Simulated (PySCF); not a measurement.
Compound: C₆H₁₄N₂Si.
Structure used (GFN2-xTB), in Å, numbered top down from 1:
```xyz
23
C6H14N2Si angstrom
C     -1.9082    1.3716    0.2602
C     -1.6309   -0.0764    0.6529
C     -2.9129   -0.9034    0.6167
C     -0.5794   -0.6850   -0.2775
N      0.6804    0.0283   -0.1732
C      1.7229   -0.5105   -1.0279
Si     3.2910    0.5551   -0.8470
C      3.8033    0.3551    0.9414
N      4.0837    0.2153    2.0437
H     -2.3678    1.4113   -0.7249
H     -0.9783    1.9323    0.2293
H     -2.5806    1.8403    0.9749
H     -1.2320   -0.0922    1.6742
H     -3.6581   -0.4739    1.2818
H     -3.3223   -0.9228   -0.3911
H     -2.7227   -1.9277    0.9300
H     -0.9193   -0.6017   -1.3157
H     -0.4630   -1.7610   -0.0491
H      0.9894    0.0131    0.7955
H      1.3591   -0.4619   -2.0592
H      1.9304   -1.5767   -0.8237
H      3.0146    1.9764   -1.0416
H      4.3962    0.0395   -1.6596
```

Computed at PBE0/pcSseg-1 (PySCF, non-relativistic), with Q(14N) = 0.02044 b: N5, 14N (I = 1): χzz = -5.939 MHz, η = 0.151; N9, 14N (I = 1): χzz = -5.545 MHz, η = 0.022.

Q: Where would the pure quadrupole (NQR) lines of 14N at N5 fall for the rigid, isolated species?

A: From ν± = (3/4)|χ|(1 ± η/3) and ν0 = |χ|η/2: ν+ 4.679 MHz, ν− 4.230 MHz, ν0 0.448 MHz (secondary amine nitrogen).

Q: Where would the pure quadrupole (NQR) lines of 14N at N9 fall for the rigid, isolated species?

A: From ν± = (3/4)|χ|(1 ± η/3) and ν0 = |χ|η/2: ν+ 4.189 MHz, ν− 4.129 MHz, ν0 0.060 MHz (cyano nitrogen).

In a crystal, neighbours and librations shift these lines. GFN2-xTB bond lengths can be off by several hundredths of an ångström, more for odd bonds, and the gradients follow them. The small basis limits the accuracy of the gradients.

These values come from a run that also computed NMR shieldings. The run took 65 s wall (with the writing of density and orbital grids) on one thread, Arm Neoverse V1 (aarch64), no GPU, shared host with 32 logical CPUs at a one-minute load of 18, and the process peaked at 1.1 GiB of memory.

One conformer stands for the species.
